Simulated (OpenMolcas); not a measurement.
A run on Pd2+ among 6 point charges of -1.7 e arranged as a tetragonal octahedron (D4h), 2.06 Å from the ion, with the axial distance 2.451 Å.

```json
{"Program": "OpenMolcas 26.06", "Method": "SS-CASPT2, IPEA 0.25 Eh, imaginary shift 0.1 Eh (closed shells correlated: 4s 4p)", "Basis": "ANO-RCC-VDZP [6s5p3d1f]", "Scalar Hamiltonian": "DKH2, point nucleus", "Active space": "8 electrons in 5 orbitals (4d)", "State averaging": "2S+1 = 3 even, 10 roots; 2S+1 = 1 even, 15 roots", "Spin-orbit coupling": "state interaction with AMFI integrals over the reference wave functions"}
```

First CASPT2 step and the start of its output:

```
&CASPT2
Multistate=10 1 2 3 4 5 6 7 8 9 10
NoMult
Frozen=8 6
IPEA=0.25
Imaginary=0.1
MaxIter=60
WThr=0.0 0.3 0.05
PrWF=0.5
NoMix
```

```
--- CASPT2 ---
Orbital specifications:
      -----------------------

      Symmetry species                           1   2
                                                ag  au
      Frozen orbitals                            8   6
      Inactive orbitals                          1   3
      Active orbitals                            5   0
      Secondary orbitals                         7  13
      Deleted orbitals                           0   0
      Number of basis functions                 21  22
Type of calculation                        SS-CASPT2
      Fock operator                              state-specific
      IPEA shift                                 0.25
      Real shift                                 0.00
      Imaginary shift                            0.10
      The input orbitals will be transformed to quasi-canonical
Reference energy:       -5046.1285357728
      E2 (Non-variational):      -0.3544664611
      Shift correction:          -0.0047408051
      E2 (Variational):          -0.3592072662
      Total energy:           -5046.4877430390
      Residual norm:              0.0000009232
      Reference weight:           0.83842
      Contributions to the CASPT2 correlation energy
      Active & Virtual Only:         -0.1725453152
      One Inactive Excited:          -0.1270728563
      Two Inactive Excited:          -0.0548482897
Reference energy:       -5046.1281094349
      E2 (Non-variational):      -0.3486768207
      Shift correction:          -0.0026227458
      E2 (Variational):          -0.3512995666
      Total energy:           -5046.4794090014
      Residual norm:              0.0000001057
      Reference weight:           0.87245
      Contributions to the CASPT2 correlation energy
      Active & Virtual Only:         -0.1806279445
...
```

Over all roots the printed reference weights run from 0.01 to 0.89, and roots that are degenerate in the reference spread by up to 0.0088 cm-1.

Did the run give usable levels, and if not, why?

No. The equations converged, but the reference weight falls to 0.01 for at least one root against 0.89 for the best. A drop of that size marks an intruder state, so the energies of such roots and the levels built on them can't be trusted.
